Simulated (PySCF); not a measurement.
H₃ClSi, charge -1, doublet, at the geometry of the source list (a state made from the parent by changing its charge; the spin is typed, not shown lowest) (in this run its highest filled SCF level lies above zero, so its values depend strongly on the basis, on diffuse functions most of all), with bond 5-1 at 2.0 times its length; SVWN5/6-31G (PySCF).

The PySCF input:
```python
from pyscf import gto, scf, dft

mol = gto.Mole()
mol.atom = '''
    Si   -0.129100   -0.005700   -0.004600
    Cl    1.878100    0.083600    0.067600
    H    -0.504300   -0.998400   -1.005300
    H    -0.630000    1.313800   -0.372600
    H    -1.100500   -0.780900    2.634600
'''
mol.basis = '6-31g'
mol.charge = -1
mol.spin = 1
mol.verbose = 4
mol.build()

mf = dft.UKS(mol)
mf.xc = 'lda,vwn'
mf.diis_space = 20
mf.kernel()
```

It wrote (shortened):

```
PySCF version 2.14.0

[INPUT] verbose = 4
[INPUT] num. atoms = 5
[INPUT] num. electrons = 35
[INPUT] charge = -1
[INPUT] spin (= nelec alpha-beta = 2S) = 1
[INPUT] symmetry False subgroup None
[INPUT] Mole.unit = angstrom
[INPUT] Symbol           X                Y                Z      unit          X                Y                Z       unit  Magmom
[INPUT]  1 Si    -0.129100000000  -0.005700000000  -0.004600000000 AA   -0.243963642681  -0.010771438910  -0.008692740173 Bohr   0.0
[INPUT]  2 Cl     1.878100000000   0.083600000000   0.067600000000 AA    3.549094634546   0.157981104014   0.127745486021 Bohr   0.0
[INPUT]  3 H     -0.504300000000  -0.998400000000  -1.005300000000 AA   -0.952988884618  -1.886702562766  -1.899741673025 Bohr   0.0
[INPUT]  4 H     -0.630000000000   1.313800000000  -0.372600000000 AA   -1.190527458476   2.482722182454  -0.704111954013 Bohr   0.0
[INPUT]  5 H     -1.100500000000  -0.780900000000   2.634600000000 AA   -2.079643600084  -1.475687130673   4.978672447779 Bohr   0.0

nuclear repulsion = 84.44510818239
number of shells = 20
number of NR pGTOs = 104
number of NR cGTOs = 32
basis = 6-31g
ecp = {}

******** <class 'pyscf.dft.uks.UKS'> ********
method = UKS
initial guess = minao
damping factor = 0
level_shift factor = 0
DIIS = <class 'pyscf.scf.diis.CDIIS'>
diis_start_cycle = 1
diis_space = 20
diis_damp = 0
SCF conv_tol = 1e-09
SCF conv_tol_grad = None
SCF max_cycles = 50
direct_scf = True
direct_scf_tol = 1e-13
number electrons alpha = 18  beta = 17
XC library pyscf.dft.libxc version 7.1.2
    S. Lehtola, C. Steigemann, M. J. T. Oliveira, and M. A. L. Marques,  SoftwareX 7, 1–5 (2018)
XC functionals = lda,vwn
    P. A. M. Dirac,  Math. Proc. Cambridge Philos. Soc. 26, 376 (1930)
    F. Bloch,  Z. Phys. 57, 545 (1929)
    S. H. Vosko, L. Wilk, and M. Nusair,  Can. J. Phys. 58, 1200 (1980)
radial grids:
    Treutler-Ahlrichs [JCP 102, 346 (1995); DOI:10.1063/1.469408] (M4) radial grids

becke partition: Becke, JCP 88, 2547 (1988); DOI:10.1063/1.454033
pruning grids: <function nwchem_prune>
grids dens level: 3
symmetrized grids: False
atomic radii adjust function: <function treutler_atomic_radii_adjust>
small_rho_cutoff = 0
Set gradient conv threshold to 3.16228e-05
tot grids = 67488
init E= -748.664053173277

cycle= 1 E= -748.621357065534  delta_E= 0.0427  |g|= 0.182  |ddm|= 1.49
cycle= 2 E= -748.608220367949  delta_E= 0.0131  |g|= 0.224  |ddm|= 1.11
cycle= 3 E= -748.654020441814  delta_E= -0.0458  |g|= 0.0379  |ddm|= 0.709
cycle= 4 E= -748.655349855138  delta_E= -0.00133  |g|= 0.0141  |ddm|= 0.125
cycle= 5 E= -748.65549342113  delta_E= -0.000144  |g|= 0.00729  |ddm|= 0.0478
cycle= 6 E= -748.655557291939  delta_E= -6.39e-05  |g|= 0.00234  |ddm|= 0.0274
cycle= 7 E= -748.655566288324  delta_E= -9e-06  |g|= 0.000415  |ddm|= 0.0072
cycle= 8 E= -748.655566523079  delta_E= -2.35e-07  |g|= 2.82e-05  |ddm|= 0.00147
cycle= 9 E= -748.655566524404  delta_E= -1.33e-09  |g|= 5.37e-06  |ddm|= 0.00022
cycle= 10 E= -748.655566524469  delta_E= -6.51e-11  |g|= 6.06e-07  |ddm|= 4.64e-05
Extra cycle  E= -748.655566524467  delta_E= 2.39e-12  |g|= 7.22e-07  |ddm|= 5.6e-06
converged SCF energy = -748.655566524467  <S^2> = 0.7518498  2S+1 = 2.0018489
```
